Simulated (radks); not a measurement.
Results of a calculation; reference values are marked as such.
The gadolinium ion Gd50+, 14 electrons, occupied as [Ne] 3s2 3p2.

Level of theory: scalar-relativistic Kohn-Sham, PBE, spin-polarised, spherical densities, finite nucleus; open shells are filled with parallel spins first (spin-orbit coupling, left out, can overturn this in heavy ions); Fermi nuclear charge, rms radius 5.1569 fm (a radial shooting solver on a logarithmic mesh with Libxc functionals).

Energy parts (eV):
total: -237778.26
kinetic: 259491.33
electron-nucleus: -518935.13
Hartree: 25191.80
exchange-correlation: -3526.26

Orbitals (lengths in bohr, moments of r in powers of bohr; r(max) is where P^2 peaks; r(90%) holds 90 % of the orbital's charge):
\begin{tabular}{lrrrrr}
orbital & occ. & eigenvalue (eV) & r(max) & r(90%) & <r^2> \\ \hline
1s up & 1 & -53667.01 & 0.01392 & 0.0396 & 0.0006543 \\
1s down & 1 & -53660.70 & 0.01392 & 0.0396 & 0.0006542 \\
2s up & 1 & -11673.90 & 0.07848 & 0.142 & 0.009984 \\
2s down & 1 & -11669.05 & 0.07849 & 0.142 & 0.009975 \\
2p up & 3 & -10797.23 & 0.06340 & 0.131 & 0.007989 \\
2p down & 3 & -10790.47 & 0.06343 & 0.131 & 0.007985 \\
3s up & 1 & -4686.000 & 0.2108 & 0.322 & 0.05612 \\
3s down & 1 & -4663.038 & 0.2108 & 0.323 & 0.05625 \\
3p up & 2 & -4420.000 & 0.2040 & 0.320 & 0.05391 \\
3p down & 0 & -4397.174 & 0.2040 & 0.320 & 0.05403 \\
\end{tabular}

The highest occupied level is 3p up at -4420.0 eV. The electron density at the nucleus is 6.602e+05 e/bohr^3 (large components only). Summed over all electrons, <r^2> = 0.2894 bohr^2, which gives a Langevin (diamagnetic) susceptibility term of -0.229 x 10^-6 cm^3/mol. The spin density at the nucleus is -27.84 e/bohr^3 (1s -47.57, 2s -0.99, 3s 20.72).
